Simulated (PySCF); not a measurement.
# Spin-orbit coupling and the third ionisation energy along the lanthanides

Two-component X2C-1e calculated with PySCF 2.14: MP2 on generalised Hartree-Fock spinors (GMP2), with spin-orbit coupling off and on (screened by Boettger's factors); no Breit or QED terms. Values in eV; the references (NIST) lie between the lowest levels. Elements whose determinants are no pure J levels are left out.

```
                               element             configurations  spin-free  with spin-orbit   shift           reference
La (x2c-QZVPPall-2c, [Ar] 3d10 frozen)            [Xe] 5d1 → [Xe]     18.778           18.920   0.142              19.177
Tb (x2c-QZVPPall-2c, [Ar] 3d10 frozen)        [Xe] 4f9 → [Xe] 4f8     22.293           22.407   0.114    21.82 ± 0.03 (s)
Dy (x2c-QZVPPall-2c, [Ar] 3d10 frozen)       [Xe] 4f10 → [Xe] 4f9     23.753           23.732  -0.021    22.89 ± 0.03 (s)
Ho (x2c-QZVPPall-2c, [Ar] 3d10 frozen)      [Xe] 4f11 → [Xe] 4f10     24.123           23.913  -0.210    22.79 ± 0.03 (s)
Er (x2c-QZVPPall-2c, [Ar] 3d10 frozen)      [Xe] 4f12 → [Xe] 4f11     24.461           24.137  -0.324     22.7 ± 0.03 (s)
Tm (x2c-QZVPPall-2c, [Ar] 3d10 frozen)      [Xe] 4f13 → [Xe] 4f12     25.876           25.410  -0.466    23.66 ± 0.03 (s)
Yb (x2c-QZVPPall-2c, [Ar] 3d10 frozen)      [Xe] 4f14 → [Xe] 4f13     27.738           27.096  -0.642  25.053 ± 0.025 (s)
Lu (x2c-QZVPPall-2c, [Ar] 3d10 frozen)  [Xe] 4f14 6s1 → [Xe] 4f14     21.012           21.014   0.002              20.959
```

The largest shift is at Yb, -0.642 eV, where spin-orbit coupling lowers the species with fewer electrons by more than the one with more (starting occupations closed and 4f5/2^6 4f7/2^7).

What remains against the references is mostly the basis and correlation beyond MP2. References marked (s) are semi-empirical, (t) theoretical.
